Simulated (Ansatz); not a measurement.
Reaction R1 + R2 → 2 P1, each structure at its B3LYP-D3(BJ)/def2-SVP stationary point, reached from a drawn start (curvature not checked).
R1: F6W (SMILES [F][W]([F])([F])([F])([F])[F]), charge 0, multiplicity 1.
R2, F2O2W (SMILES [O][W]([O])([F])[F]) (charge 0, multiplicity 1):
```xyz
5

W     -0.0031     0.0080     0.0045
O     -0.9698    -1.2049    -0.7004
O      1.6124    -0.4663    -0.2558
F     -0.3304     0.0460     1.8418
F     -0.3093     1.6172    -0.8902
```
P1, F4OW (SMILES [O][W]([F])([F])([F])[F]) (charge 0, multiplicity 1):
```json
[
 {"atom": "W", "x (Å)": "0.0145", "y (Å)": "0.0413", "z (Å)": "0.0004"},
 {"atom": "O", "x (Å)": "0.5710", "y (Å)": "1.6286", "z (Å)": "0.0156"},
 {"atom": "F", "x (Å)": "1.2995", "y (Å)": "-0.9153", "z (Å)": "-0.9504"},
 {"atom": "F", "x (Å)": "0.7421", "y (Å)": "-0.7437", "z (Å)": "1.5251"},
 {"atom": "F", "x (Å)": "-1.5923", "y (Å)": "0.0804", "z (Å)": "0.9423"},
 {"atom": "F", "x (Å)": "-1.0349", "y (Å)": "-0.0913", "z (Å)": "-1.5331"}
]
```

P less R. No zero-point or thermal terms; singlets are restricted closed shells; no spin–orbit coupling. The spin states of the d-block species are the ones drawn and need not be the lowest.

Frozen-core correlation throughout.

Programs: Ansatz (Gaussian orbitals). All values are computed, each at the level named. Elements past Kr take the def2 small-core potentials, without spin–orbit coupling.

Total energies in hartree:

```tsv
structure	PBE/def2-TZVPP	r2SCAN/def2-TZVPP	CCSD(T)/def2-TZVPP
R1	-666.240717	-666.556269	-665.344375
R2	-417.350056	-417.523842	-416.585118
P1	-541.806966	-542.052378	-540.979556
```

### Question
Work out the reaction energy at each level in kcal/mol (1 hartree = 627.50947 kcal/mol), and say how far PBE/def2-TZVPP lies from CCSD(T)/def2-TZVPP.

### Answer
- PBE/def2-TZVPP: 2 × (-541.806966) − (-666.240717) − (-417.350056) = -0.023159 hartree = -14.53 kcal/mol
- r2SCAN/def2-TZVPP: 2 × (-542.052378) − (-666.556269) − (-417.523842) = -0.024645 hartree = -15.46 kcal/mol
- CCSD(T)/def2-TZVPP: 2 × (-540.979556) − (-665.344375) − (-416.585118) = -0.029619 hartree = -18.59 kcal/mol
PBE/def2-TZVPP less CCSD(T)/def2-TZVPP: 4.06 kcal/mol. CCSD(T)/def2-TZVPP is the level counted from, the highest shown, and no exact or measured value.

Ansatz is a quantum-chemistry and plane-wave program.
